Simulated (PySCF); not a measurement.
## Ionising TiBr

PBE0; PySCF, no relativity, basis sets Ti def2-TZVPPD, Br def2-TZVPPD. Neutral (UKS): quartet (σ ↑, π ↑, δ ↑), Re = 2.415 Å, ωe = 306 cm⁻¹, HOMO -5.18 eV, LUMO -2.12 eV.

TiBr⁺ (UKS): triplet (σ ↑, δ ↑), Re = 2.290 Å, ωe = 368 cm⁻¹. The energies at the minima are -3423.11174 hartree for TiBr and -3422.85765 for TiBr⁺.

Q: Work out the adiabatic ionisation energy, without and with harmonic zero-point energies (1 hartree = 27.2114 eV, 1 eV = 8065.5 cm⁻¹), and the change of the bond length.

A: At PBE0: 0.25409 hartree = 6.914 eV between the minima; the zero-point term (368.0 − 306.0)/2 cm⁻¹ = +0.004 eV makes it 6.918 eV. Re changes by -12.5 pm against the neutral. The electron leaves a π orbital; in so polar a molecule the change of length follows mostly from the change of the ionic charges.

TiBr⁻ (UKS): triplet (π ↑, δ ↑), Re = 2.537 Å, ωe = 232 cm⁻¹. The energies at the minima are -3423.11174 hartree for TiBr and -3423.14801 for TiBr⁻.

Q: Work out the adiabatic electron affinity, without and with harmonic zero-point energies (1 hartree = 27.2114 eV, 1 eV = 8065.5 cm⁻¹), and the change of the bond length.

A: At PBE0: 0.03627 hartree = 0.987 eV between the minima; the zero-point term (306.0 − 232.0)/2 cm⁻¹ = +0.005 eV makes it 0.992 eV. Re changes by +12.2 pm against the neutral. The electron enters a σ orbital; in so polar a molecule the change of length follows mostly from the change of the ionic charges.

De is left out where the level can put another filling of the metal’s s and d shells below the measured ground configuration, by anything from nothing to about 1 eV. Spin–orbit coupling is left out. The highest Kohn–Sham level is positive in this anion. Much of that is self-interaction error, but it also means that the finite basis helps to hold the extra electron. With d or f electrons several states lie close, and the lowest PBE0 determinant need not be the measured ground state.
